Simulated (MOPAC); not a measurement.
MOPAC input (AM1):

```
AM1 1SCF GEO-OK AUX(PRECISION=9) THREADS=1
C6H8

C     1.59313510 1   -0.63906756 1   -0.11543434 1
C     1.43638359 1    0.92210247 1    0.21526977 1
C    -0.06425195 1    0.63991867 1    0.13555457 1
C     0.06425195 1   -0.63991867 1   -0.13555457 1
C    -1.43638359 1   -0.92210247 1   -0.21526977 1
C    -1.59313510 1    0.63906756 1    0.11543434 1
H     2.09495382 1   -0.84999760 1   -1.06186465 1
H     2.07230299 1   -1.22018753 1    0.67497161 1
H     1.85029781 1    1.58665927 1   -0.54570535 1
H     1.82764698 1    1.21646933 1    1.19113091 1
H    -1.82764698 1   -1.21646933 1   -1.19113091 1
H    -1.85029781 1   -1.58665927 1    0.54570535 1
H    -2.07230299 1    1.22018753 1   -0.67497161 1
H    -2.09495382 1    0.84999760 1    1.06186465 1
```

From the output:

```
                                                       MOPAC v23.2.5 Linux

          FINAL HEAT OF FORMATION =        118.30300 KCAL/MOL =     494.97974 KJ/MOL

          COSMO AREA              =        127.05 SQUARE ANGSTROMS
          COSMO VOLUME            =        114.13 CUBIC ANGSTROMS

          IONIZATION POTENTIAL    =          9.350348 EV
          HOMO LUMO ENERGIES (EV) =         -9.350  1.353
          NO. OF FILLED LEVELS    =         16
          MOLECULAR WEIGHT        =         80.1292         POINT GROUP:  D2h

          MOLECULAR DIMENSIONS (Angstroms)

            Atom       Atom       Distance
            H    13    H     8     4.99555
            H    12    H     9     4.84300
            H     7    H    14     2.89674

          SCF CALCULATIONS        =          1

   ATOM   CHEMICAL          X               Y               Z
  NUMBER   SYMBOL      (ANGSTROMS)     (ANGSTROMS)     (ANGSTROMS)

     1       C          1.59313510  *  -0.63906756  *  -0.11543434  *
     2       C          1.43638359  *   0.92210247  *   0.21526977  *
     3       C         -0.06425195  *   0.63991867  *   0.13555457  *
     4       C          0.06425195  *  -0.63991867  *  -0.13555457  *
     5       C         -1.43638359  *  -0.92210247  *  -0.21526977  *
     6       C         -1.59313510  *   0.63906756  *   0.11543434  *
     7       H          2.09495382  *  -0.84999760  *  -1.06186465  *
     8       H          2.07230299  *  -1.22018753  *   0.67497161  *
     9       H          1.85029781  *   1.58665927  *  -0.54570535  *
    10       H          1.82764698  *   1.21646933  *   1.19113091  *
    11       H         -1.82764698  *  -1.21646933  *  -1.19113091  *
    12       H         -1.85029781  *  -1.58665927  *   0.54570535  *
    13       H         -2.07230299  *   1.22018753  *  -0.67497161  *
    14       H         -2.09495382  *   0.84999760  *   1.06186465  *

                             CARTESIAN COORDINATES

   1    C        1.593135100    -0.639067560    -0.115434340
   2    C        1.436383590     0.922102470     0.215269770
   3    C       -0.064251950     0.639918670     0.135554570
   4    C        0.064251950    -0.639918670    -0.135554570
   5    C       -1.436383590    -0.922102470    -0.215269770
   6    C       -1.593135100     0.639067560     0.115434340
   7    H        2.094953820    -0.849997600    -1.061864650
   8    H        2.072302990    -1.220187530     0.674971610
   9    H        1.850297810     1.586659270    -0.545705350
  10    H        1.827646980     1.216469330     1.191130910
  11    H       -1.827646980    -1.216469330    -1.191130910
  12    H       -1.850297810    -1.586659270     0.545705350
  13    H       -2.072302990     1.220187530    -0.674971610
  14    H       -2.094953820     0.849997600     1.061864650

           Empirical Formula: C6 H8  =    14 atoms

      MOLECULAR POINT GROUP   :   D2h

                  EIGENVALUES
 -40.58740 -33.46210 -26.05043 -24.07231 -23.73469 -16.34180 -16.33323 -16.14027
 -14.79548 -13.95758 -12.66968 -12.28152 -12.02245 -11.68469 -10.98448  -9.35035
   1.35287   2.81098   3.13104   3.52972   3.56494   4.13983   4.34747   4.50811
   4.70371   4.78642   4.92934   4.94670   4.95229   5.22913   5.93338   6.06757

              NET ATOMIC CHARGES AND DIPOLE CONTRIBUTIONS

  ATOM NO.   TYPE          CHARGE      No. of ELECS.   s-Pop       p-Pop
    1          C          -0.092313        4.0923     1.23174     2.86057
    2          C          -0.092313        4.0923     1.23174     2.86057
    3          C          -0.194482        4.1945     1.26328     2.93120
    4          C          -0.194482        4.1945     1.26328     2.93120
    5          C          -0.092313        4.0923     1.23174     2.86057
    6          C          -0.092313        4.0923     1.23174     2.86057
    7          H           0.094777        0.9052     0.90522
    8          H           0.094777        0.9052     0.90522
    9          H           0.094777        0.9052     0.90522
   10          H           0.094777        0.9052     0.90522
   11          H           0.094777        0.9052     0.90522
   12          H           0.094777        0.9052     0.90522
   13          H           0.094777        0.9052     0.90522
   14          H           0.094777        0.9052     0.90522
 DIPOLE           X         Y         Z       TOTAL
 POINT-CHG.    -0.000    -0.000     0.000     0.000
 HYBRID         0.000    -0.000    -0.000     0.000
 SUM           -0.000    -0.000     0.000     0.000

          ATOMIC ORBITAL ELECTRON POPULATIONS

     Atom    s        px        py        pz
    1  C   1.23174   0.89585   0.94578   1.01894
    2  C   1.23174   0.88787   0.95321   1.01949
    3  C   1.26328   0.93727   0.98613   1.00779
    4  C   1.26328   0.93727   0.98613   1.00779
    5  C   1.23174   0.88787   0.95321   1.01949
    6  C   1.23174   0.89585   0.94578   1.01894
    7  H   0.90522
    8  H   0.90522
    9  H   0.90522
   10  H   0.90522
   11  H   0.90522
   12  H   0.90522
   13  H   0.90522
   14  H   0.90522

 **********************
 *                    *
 * JOB ENDED NORMALLY *
 *                    *
 **********************

 == MOPAC DONE ==
```

The geometry given is a B3LYP-D3(BJ)/def2-TZVP minimum.
